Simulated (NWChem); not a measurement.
A series in which one site is exchanged, each optimised at PBE0/def2-SVP with NWChem, gas phase unless a solvent is named. This build's default masses of Se (78.918 u) and Br (79.917 u) are each other's, which moves their modes by up to 0.6 %. For some, no frequency run checked for a minimum. def2 effective core potentials on I; no spin-orbit coupling.

A: [F][Zn][Br] (ZnBrF; site = F)
B: [Br][Zn][Cl] (ZnBrCl; site = Cl)
C: [Br][Zn][Br] (ZnBr2; site = Br)
D: [Zn]([Br])[I] (ZnIBr; site = I)

Values for A:

orbital gap (eV), PBE0/def2-SVP: 6.97
vertical ionisation energy, ΔSCF, CAM-B3LYP/def2-SVP (eV): 11.33
static polarisability, CAM-B3LYP/def2-SVPD (bohr³): 41.9

**Question.** How do these values change for the other members?

**Answer.** 
```csv
change from A,B,C,D
"orbital gap (eV), PBE0/def2-SVP",-0.05,-0.25,-0.82
"vertical ionisation energy, ΔSCF, CAM-B3LYP/def2-SVP (eV)",-0.31,-0.56,-1.15
"static polarisability, CAM-B3LYP/def2-SVPD (bohr³)",+15.8,+24.5,+39.5
```
